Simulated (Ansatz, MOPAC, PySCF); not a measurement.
Molecule: CI, net charge 0, doublet state. SMILES: I[C]
Geometry from a B3LYP-D3(BJ)/def2-TZVP (Ansatz, an electronic-structure program) optimisation:
```xyz
2

C      0.0000     0.0000    -1.8315
I      0.0000     0.0000     0.2073
```
Charge 0, spin multiplicity 2.

Wanted: vertical electron affinity to the triplet, in eV. Terms: STO-3G and 3-21G all-electron and non-relativistic; no spin-orbit coupling; six Cartesian d functions in 6-31G* and its kin unless marked 5d; open shells spin-unrestricted; PM7 with its own dispersion and hydrogen-bond terms; LANL2DZ with its own core potentials from Na on; def2 sets with scalar-relativistic core potentials past Kr; each state is the SCF solution reached for its charge and spin. First-principles rows: single points at B3LYP-D3(BJ) geometries (Ansatz). Semi-empirical rows: differences of heats of formation at the shared geometry for vertical values. Anions need diffuse functions, which STO-3G, LANL2DZ, def2-SVP, cc-pVDZ and Pople sets without + lack. A UHF reference is markedly spin-contaminated in at least one set, which strains HF and MP2.

| level | program | vertical electron affinity to the triplet (eV) |
|---|---|---|
| PM3 | MOPAC | 2.64 |
| PM6 | MOPAC | 1.62 |
| PM7 | MOPAC | 1.26 |
| MNDO | MOPAC | 1.81 |
| HF/6-31G* with LANL2DZ past Ar | Ansatz | 0.91 |
| B3LYP/STO-3G | Ansatz | -3.37 |
| B3LYP/3-21G | Ansatz | 0.67 |
| B3LYP/6-31G* with LANL2DZ past Ar | Ansatz | 0.89 |
| M06-2X/6-31G* with LANL2DZ past Ar (5d) | PySCF | 1.05 |
| PBE/def2-TZVPD | Ansatz | 1.50 |
| M06-2X/def2-TZVPD | PySCF | 1.71 |
| wB97X-V/def2-TZVPD | Ansatz | 1.60 |

No value to compare with is used here. The 9 habitual levels span -3.37 (B3LYP/STO-3G) to 2.64 eV (PM3); PBE/def2-TZVPD gives 1.50.

The levels are drawn from those run, B3LYP/6-31G* more often than the rest, none by its result; left out are runs that failed, that the program found above a lower state of the same kind, or whose <S^2> lies over 0.5 above the pure value.
